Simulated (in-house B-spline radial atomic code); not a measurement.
# RPA and G0W0 on LDA VWN5: La³⁺

Configuration [Kr] 4d10 5s2 5p6, mean-field start LDA VWN5. Computed with a B-spline radial code for spherical atoms: all electrons, scalar-relativistic (spin-free one-electron X2C), finite nucleus, each spin shell either full or empty, empty states to l = 9 with an (l + 1/2)⁻⁴ tail; G0W0 by contour deformation at full frequency.

Spin-orbit coupling, left out, splits p levels strongly here.

Command:
```bash
python run_gw.py task.json out
```
Settings (radii: box in bohr, nucleus in fm):
```
Z                        57
electrons                54
configuration            [Kr] 4d10 5s2 5p6
hamiltonian              x2c
method                   lda,vwn
lmax                     9
rms_radius               4.855
spin_polarised           False
box_radius               14.14
intervals                68
```

Run time, properties included: 6.1 s on 1 thread of Arm Neoverse N1, with other jobs on the host.

Energies (hartree):

```csv
term,value
mean-field total,-8484.01245
Hartree-Fock functional on these orbitals,-8488.05357
direct second order,-5.0307
second-order exchange,1.3557
SOSEX correction,1.2622
```

(1) What is the RPA correlation energy, and what remains with SOSEX?

Quasi-particle levels (eV):

```csv
level,occupied,mean field,Σx - vxc,Σc,QP weight,G0W0
5p,yes,-44.92,-5.28,?,?,?
4f,no,-27.710,15.00,-6.35,0.901,-19.057
```

G0W0 = mean field + (Σx - vxc) + Σc, with Σc (partial-wave tail included) taken at the quasi-particle energy. Only the outer levels were computed. Levels of low weight are left out.

(2) Where does G0W0 put 5p?

## Answers

(1) RPA gives -4.3917 hartree (-2.21 eV per electron); RPA + SOSEX gives -3.1295, and the second-order doubles -3.6749 hartree (no singles). RPA lacks exchange-type terms and so overcorrelates at short range.

(2) At -50.90 eV, with Σc = -0.69 eV and a quasi-particle weight of 0.921. The tabulated removal energy is 49.95 ± 0.06 eV (NIST, semi-empirical); the calculation leaves out spin-orbit coupling, Breit and QED terms, and what these don't explain is the method's own error.
